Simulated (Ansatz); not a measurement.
Stepwise reaction of `F[SiH](S)S` with hydrogen fluoride, as a gas-phase model of exchange steps in deposition or etching. ΔE in kJ/mol; ΔG adds harmonic PBE0-D4 terms to CCSD(T)/CBS, at 1 bar.

Gas-phase electronic energies from Ansatz, PBE0-D4/def2-TZVP geometries. CBS: MP2 limit from def2 TZ/QZ plus the TZ coupled-cluster correction, frozen cores. This one scheme is used for every species. DFT in def2-TZVPP. B3LYP here is the variant with VWN-RPA as its local correlation; programs differ in this. Each species was taken in one conformer, which may not be the lowest.

| step | reaction | PBE-D4 | B3LYP-D4 | ωB97M-V | CCSD(T)/CBS | ΔG(500 K) |
| --- | --- | --- | --- | --- | --- | --- |
| 1 | `F[SiH](S)S` + H–F → `F[SiH](F)S` + H₂S | -73.2 | -89.1 | -89.2 | -84.7 | -93.5 |

(1) Give the row of step 2, `F[SiH](F)S` + H–F → `F[SiH](F)F` + H₂S. (An estimate is asked.)

(2) By hand: ΔE of the 2 steps together at CCSD(T)/CBS.

Answers

(1) Ansatz gave: 
```
step                                 reaction  PBE-D4  B3LYP-D4  ωB97M-V  CCSD(T)/CBS  ΔG(500 K)
   2  `F[SiH](F)S` + H–F → `F[SiH](F)F` + H₂S   -82.1     -97.7    -97.3        -96.2      -97.1
```

(2) (-84.7) + (-96.2) = -180.9 kJ/mol, or -90.5 kJ/mol a step.

In ΔE each step is lower than the one before. All are downhill at CCSD(T)/CBS. ΔG lies between -97.1 and -93.5 kJ/mol a step. PBE-D4 differs from CCSD(T)/CBS by 11.5 to 14.1 kJ/mol a step. Isolated molecules leave out the surface, adducts and barriers. Largest T1 diagnostic: 0.012.
